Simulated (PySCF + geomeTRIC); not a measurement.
A geometry relaxed with CAM-B3LYP-D3(BJ)/def2-TZVP run with PySCF + geomeTRIC, charge 0, multiplicity 1:

```xyz
10

H     -2.3002    -1.3184     0.4807
N      1.9364    -0.3932    -0.0986
H     -1.5669     2.1486     0.3376
H     -0.0029     2.6525     0.2552
N     -0.6116     1.9031     0.5452
In    -0.0159     0.0027     0.2165
H      2.6218     0.2736     0.2196
N     -1.3882    -1.4688     0.0794
H     -1.1022    -2.4221     0.2363
H      2.2777    -1.3287     0.0556
```

Q: Write the SMILES of this molecule.

A: `[NH2][In]([NH2])[NH2]`
